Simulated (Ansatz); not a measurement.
`BB(O)S` + H₂O → `OB(O)S` + BH₃  (formal hydrolysis of a B–B bond)

Computed with Ansatz on PBE0-D4/def2-TZVP structures; ΔE is electronic, products minus reactants. CCSD(T)/CBS is the MP2 limit (def2-TZVPP, def2-QZVPP) plus CCSD(T) − MP2 in def2-TZVPP, frozen cores. This one scheme is used for every species. Functionals use def2-TZVPP. HSE06 is defined as in plane-wave codes. Each species was taken in one conformer, which may not be the lowest.

```json
{"level": "r2SCAN-D4", "ΔE (kcal/mol)": "-31.7"}
{"level": "HSE06-D4", "ΔE (kcal/mol)": "-30.2"}
{"level": "BLYP", "ΔE (kcal/mol)": "-31.3"}
{"level": "r2SCANh", "ΔE (kcal/mol)": "-32.2"}
```

Question: What does CCSD(T)/CBS give? (Estimate.)

Answer: Computed: -31.6 kcal/mol. The listed levels differ from it by -0.1, 1.4, 0.3, -0.6 kcal/mol.

Question: What do rigid-rotor, harmonic-oscillator terms from PBE0-D4/def2-TZVP frequencies (298.15 K, 1 bar) make of the CCSD(T)/CBS value? (Estimate.)

Answer: Computed: ΔZPE = 0.0 kcal/mol, ΔH = -32.2 kcal/mol, ΔS = -22 J/(mol·K), ΔG = -30.7 kcal/mol.

Largest T1 diagnostic among the species: 0.014.

From PBE to PBE0 (25 % exact exchange), in def2-TZVPP and without D4, ΔE moves by −1.9 kcal/mol. In def2-TZVPP, CCSD(T) changes the Hartree–Fock value by +5.6 kcal/mol (the triples alone add +0.6 kcal/mol) and MP2 by +4.8 kcal/mol. Leaving LDA and LC-ωPBE aside and taking each functional with its dispersion term where it has one, the values, not all of them listed here, spread over 6.4 kcal/mol, from BHLYP-D4 to revPBE-D4. LDA lies −1.0 kcal/mol from PBE without D4.
